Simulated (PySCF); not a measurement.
# Computed records: Al2BFH3, CH3ClFSi, CH3Al2B, CH7BNSi

Computed with PySCF 2.14.0. Calculation on a computer-drawn molecule: optimised geometry and harmonic frequencies of an isolated molecule of the commonest isotopes, restricted reference for singlets and unrestricted otherwise, frozen core in MP2.

Common to all runs: basis cc-pV(D+d)Z.

```json
{"entry": 1, "formula": "Al2BFH3", "start_structure": {"atoms_angstrom": [["F", 0.3372, 1.239, -2.9756], ["Al", 1.616, 1.9344, -2.1772], ["B", 2.1524, 1.1224, -0.3177], ["Al", 2.7119, 0.33, 1.5461], ["H", 2.3217, 3.1489, -2.885], ["H", 1.9196, -0.8972, 2.1531], ["H", 3.9282, 0.9741, 2.3283]]}, "given": {"charge": 0, "multiplicity": 2, "method": "MP2", "drawn_bonds_atom": [1, 2, 3, 2, 4, 4], "drawn_bonds_other_atom": [2, 3, 4, 5, 6, 7], "drawn_bonds_order": [1, 1, 1, 1, 1, 1]}, "results": {"optimised_atom_element": ["F", "Al", "B", "Al", "H", "H", "H"], "optimised_atom_x [angstrom]": [0.3211, 1.614, 2.15, 2.714, 2.336, 1.92, 3.932], "optimised_atom_y [angstrom]": [1.235, 1.932, 1.117, 0.3306, 3.15, -0.8966, 0.9833], "optimised_atom_z [angstrom]": [-2.992, -2.177, -0.313, 1.549, -2.866, 2.152, 2.32], "modes_frequency [cm^-1]": [87.69, 117.7, 151.1, 229.9, 338.1, 472.6, 479.9, 573.1, 660.3, 766.9, 806.9, 855.0, 1957, 1967, 1988], "modes_reduced_mass [dalton]": [5.327, 3.35, 1.251, 2.861, 5.339, 1.332, 1.853, 1.183, 1.146, 1.68, 2.552, 9.696, 1.026, 1.059, 1.044], "rotational_constants [GHz]": [17.79, 1.256, 1.173], "total_energy [hartree]": -610.0650, "spin_squared": 0.7574, "convergence_status_largest_gradient_component [hartree/bohr]": 2.473e-05}}
{"entry": 2, "formula": "CH3ClFSi", "start_structure": {"atoms_angstrom": [["C", 0.1432, -0.0129, -1.5282], ["Si", 1.2936, 1.4678, -1.4521], ["F", 1.3587, 1.9437, 0.0333], ["Cl", 2.3883, 2.5262, -2.5969], ["H", 0.4919, -0.8471, -0.8384], ["H", -0.7017, 0.3271, -1.1916], ["H", 0.0437, -0.4845, -2.4174]]}, "given": {"charge": 1, "multiplicity": 1, "method": "HF", "drawn_bonds_atom": [1, 2, 2, 1, 1, 1], "drawn_bonds_other_atom": [2, 3, 4, 5, 6, 7], "drawn_bonds_order": [1, 1, 1, 1, 1, 1]}, "results": {"optimised_atom_element": ["C", "Si", "F", "Cl", "H", "H", "H"], "optimised_atom_x [angstrom]": [0.1772, 1.265, 1.418, 2.29, 0.5316, -0.8312, 0.1669], "optimised_atom_y [angstrom]": [-0.007098, 1.431, 2.034, 2.338, -0.8069, 0.2738, -0.3421], "optimised_atom_z [angstrom]": [-1.514, -1.307, 0.1184, -2.69, -0.8556, -1.193, -2.551], "modes_frequency [cm^-1]": [26.63, 208.4, 272.8, 279.1, 585.9, 832.8, 834.6, 893.9, 1061, 1393, 1505, 1513, 3167, 3258, 3308], "modes_reduced_mass [dalton]": [1.042, 3.697, 5.095, 11.25, 7.29, 1.504, 3.207, 1.627, 10.7, 1.208, 1.045, 1.047, 1.034, 1.101, 1.105], "rotational_constants [GHz]": [6.878, 3.414, 2.315], "total_energy [hartree]": -887.3211, "convergence_status_largest_gradient_component [hartree/bohr]": 5.524e-06}}
{"entry": 3, "formula": "CH3Al2B", "start_structure": {"atoms_angstrom": [["Al", -1.2191, 2.1004, 1.7878], ["C", -0.6645, 0.9079, 3.3532], ["B", 0.1629, -0.2317, 3.3098], ["Al", 1.5673, -1.7408, 3.0034], ["H", -1.2516, 1.3076, 4.2074], ["H", 1.9907, -2.751, 4.0815], ["H", 2.319, -2.1136, 1.6863]]}, "given": {"charge": 0, "multiplicity": 1, "method": "HF", "drawn_bonds_atom": [1, 2, 3, 2, 4, 4], "drawn_bonds_other_atom": [2, 3, 4, 5, 6, 7], "drawn_bonds_order": [1, 2, 1, 1, 1, 1]}, "results": {"optimised_atom_element": ["Al", "C", "B", "Al", "H", "H", "H"], "optimised_atom_x [angstrom]": [-0.9597, -0.7037, 0.1749, 1.553, -1.286, 1.966, 2.16], "optimised_atom_y [angstrom]": [1.872, 0.8811, -0.1778, -1.739, 1.272, -2.715, -1.915], "optimised_atom_z [angstrom]": [1.707, 3.419, 3.353, 2.993, 4.25, 4.163, 1.545], "modes_frequency [cm^-1]": [59.68, 134.3, 217.2, 274.5, 464.5, 509.1, 548.6, 581.0, 634.2, 689.4, 835.1, 1627, 1991, 1999, 3320], "modes_reduced_mass [dalton]": [7.574, 1.138, 3.572, 2.386, 6.049, 1.323, 2.125, 1.989, 1.213, 1.736, 1.069, 8.252, 1.046, 1.038, 1.095], "rotational_constants [GHz]": [15.77, 1.6, 1.452], "total_energy [hartree]": -548.0634, "convergence_status_largest_gradient_component [hartree/bohr]": 2.081e-05}}
{"entry": 4, "formula": "CH7BNSi", "start_structure": {"atoms_angstrom": [["B", -1.385, 1.2992, 1.2519], ["N", -0.3741, 1.3766, 0.2953], ["Si", 0.8883, 2.5186, 0.2409], ["C", 1.0882, 3.4783, 1.8151], ["H", -1.524, 2.126, 2.1301], ["H", -2.2374, 0.4759, 1.1003], ["H", -0.3312, 0.6882, -0.4202], ["H", 2.1254, 1.7743, -0.1683], ["H", 0.2789, 4.1646, 1.9715], ["H", 2.0483, 4.2032, 1.7393], ["H", 1.2758, 2.8959, 2.5864]]}, "given": {"charge": 0, "multiplicity": 2, "method": "HF", "drawn_bonds_atom": [1, 2, 3, 1, 1, 2, 3, 4, 4, 4], "drawn_bonds_other_atom": [2, 3, 4, 5, 6, 7, 8, 9, 10, 11], "drawn_bonds_order": [1, 1, 1, 1, 1, 1, 1, 1, 1, 1]}, "results": {"total_energy [hartree]": null, "rotational_constants [GHz]": null, "spin_squared": null}}
```

Q: What total energy does the calculation give for CH7BNSi (entry 4)?
A: -410.0446 hartree

Q: Give the missing rotational constants for CH7BNSi (entry 4).
A: 10.52, 4.02, 3.027 GHz

Q: Estimate the spin squared of CH7BNSi (entry 4).
A: 0.7531

Q: Give the table of modes values for CH7BNSi (entry 4).
A: 
Modes:
```tsv
frequency (cm⁻¹)	reduced mass (dalton)
48.77	1.883
177.4	1.109
200.7	2.317
317.5	1.44
352.5	2.685
602	1.078
675.6	3.674
744.7	1.978
793.5	1.474
838.5	1.131
882.3	1.371
945.9	1.258
1026	1.398
1098	1.363
1230	1.534
1365	1.284
1387	1.244
1481	2.214
1548	1.051
1553	1.051
2256	1.042
2659	1.054
2721	1.129
3168	1.036
3249	1.102
3269	1.101
3784	1.075
```

Further results for CH7BNSi (entry 4):

| Item | Value |
| --- | --- |
| convergence status largest gradient component | 3.142e-05 hartree/bohr |

Optimised structure:
```xyz
11
CH7BNSi
B     -1.4639     1.3259     1.2080
N     -0.3578     1.3623     0.3438
Si     0.9046     2.5735     0.1933
C      1.1551     3.5156     1.7990
H     -1.6152     2.1921     2.0273
H     -2.2565     0.4249     1.1274
H     -0.3103     0.6170    -0.3278
H      2.1478     1.8598    -0.2059
H      0.2825     4.1183     2.0568
H      2.0132     4.1852     1.6953
H      1.3537     2.8263     2.6252
```
